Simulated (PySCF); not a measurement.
Species: C6H10BOP.
Cartesian coordinates in Å at the PBE0-D3(BJ)/def2-SVP level; atoms count from 1:
```
atom  x, y, z in Å
B1    -2.1970    1.3594   -0.7423
P2    -1.6109   -0.3040    0.0051
C3     0.1322   -0.7116    0.0613
C4     1.1909    0.2493    0.2109
C5     2.3473   -0.4660    0.1787
O6     2.0846   -1.7810    0.0180
C7     0.7535   -1.9260   -0.0574
C8    -2.4494   -1.1440    1.3803
C9    -2.5712   -1.8395    0.0357
H10   -3.4069    1.3223   -0.5684
H11   -1.8456    1.3298   -1.9103
H12   -1.6245    2.2016   -0.0643
H13    1.0815    1.3263    0.3169
H14    3.3964   -0.1917    0.2514
H15    0.3863   -2.9382   -0.2058
H16   -3.3392   -0.6434    1.7751
H17   -1.8172   -1.6135    2.1396
H18   -2.0543   -2.7940   -0.0999
H19   -3.5391   -1.7889   -0.4726
```

All values: CAM-B3LYP/def2-SVPD (PySCF, non-relativistic), on one gas-phase PBE0-D3(BJ)/def2-SVP geometry that isn't relaxed in the solvent. The solvent is an IEF-PCM continuum (van der Waals radii × 1.2), and excitations are vertical TDDFT with non-equilibrium linear response and a frozen core. Specific hydrogen bonds and non-electrostatic terms are outside this model.

Gas-phase singlets (H = HOMO, L = LUMO):

```tsv
state	E (eV)	λ (nm)	f	leading configurations
S1	5.933	209	0.047	H→L 94%
S2	6.528	190	0.056	H-1→L 60%, H-2→L 10%, H→L+2 8%
S3	6.736	184	0.121	H→L+1 70%, H→L+2 9%, H-1→L 8%
S4	6.900	180	0.121	H→L+2 34%, H-2→L 18%, H-1→L 17%
S5	7.026	176	0.115	H-2→L 52%, H→L+2 22%
```

How does the list change in acetonitrile (ε = 35.69)?

```tsv
state	E (eV)	λ (nm)	f	leading configurations	change by rank (eV)
S1	5.867	211	0.061	H→L 95%	-0.066
S2	6.569	189	0.023	H-1→L 55%, H→L+2 17%	+0.041
S3	6.705	185	0.302	H→L+1 41%, H-1→L 23%, H→L+2 19%	-0.031
S4	6.890	180	0.223	H→L+2 39%, H→L+3 23%, H→L+1 14%	-0.010
S5	7.231	171	0.033	H-2→L 65%	+0.205
```

The ground-state energy changes by -0.346 eV from gas to acetonitrile. By how much does the total energy of gas-phase S1 change?

E(S1) = E(S0) + excitation energy, so it changes by -0.346 − 0.066 = -0.412 eV: it is lowered more than the ground state, which is what a red shift means. This is the vertical state, with the slow part of the continuum still set for S0.

How do the frontier levels move from gas to acetonitrile?

```csv
orbital,gas (eV),solvent (eV),change (eV)
LUMO+2,1.31,1.55,+0.24
LUMO+1,1.03,1.22,+0.19
LUMO,0.30,0.59,+0.29
HOMO,-8.50,-8.22,+0.28
HOMO-1,-9.15,-9.07,+0.08
HOMO-2,-9.68,-9.73,-0.05
HOMO-3,-9.78,-10.08,-0.30
```

The HOMO–LUMO gap goes from 8.80 to 8.81 eV. Rows go by rank; for HOMO-3, HOMO-2, HOMO-1, LUMO+1 and LUMO+2 the atom shares or the degeneracy differ between the runs, so the row needn't follow one orbital.
